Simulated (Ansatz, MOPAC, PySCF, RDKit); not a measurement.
Pair of molecules: HF (SMILES F) (first 2 atoms) with SiH4 (SMILES [SiH4]); geometry from B3LYP-D3(BJ)/def2-TZVP, rigid monomers moved along the line of their centres of mass till H2···H4 is 2.43 Å.
(charge 0, multiplicity 1):
```
atom    x (Å)    y (Å)    z (Å)
----  -------  -------  -------
F     -0.2022  -0.4294  -0.4678
H     -0.1008  -0.7705   0.3912
Si    -0.0071   0.2506   3.7555
H      0.0786  -0.9017   2.8148
H      1.0806   1.1987   3.4407
H      0.1464  -0.2817   5.1256
H     -1.3255   0.8959   3.5927
```

Counterpoise-corrected where a basis set is named; no monomer relaxation. Rows marked so take none. RDKit's UFF carries no charges.

Frozen-core correlation. CBS: X⁻³ extrapolation of the correlation energy, Hartree–Fock from the larger set. Rows in 6-31G* carry no dispersion term and start afresh at each structure (6-31G* with six Cartesian d functions). MP2/6-31G* freezes PySCF's default core. The state that AM1 reach isn't checked.

The values were computed with Ansatz (a quantum-chemistry and plane-wave program) with Gaussian orbitals; MOPAC for AM1 (differences of heats of formation); PySCF for 6-31G* rows, the dispersion terms; RDKit for the force fields. Values without a source in brackets are computed.

| level | interaction energy (kJ/mol) |
|---|---|
| UFF | -1.0 |
| AM1 | -1.0 |
| HF/6-31G* | -2.0 |
| B3LYP/6-31G* (no counterpoise) | -4.9 |
| B3LYP/def2-TZVPPD | -2.6 |
| B3LYP-D3(BJ)/def2-TZVPPD | -4.5 |
| MP2/6-31G* | -2.4 |
| SCS-MP2/aug-cc-pV(D+d)Z | -2.9 |
| CCSD(T)/CBS(aug-cc-pV(D+d)Z, aug-cc-pV(T+d)Z) | ___ |

### Question
Fill in the missing entries.

### Answer

- CCSD(T)/CBS(aug-cc-pV(D+d)Z, aug-cc-pV(T+d)Z), interaction energy (kJ/mol): -3.8
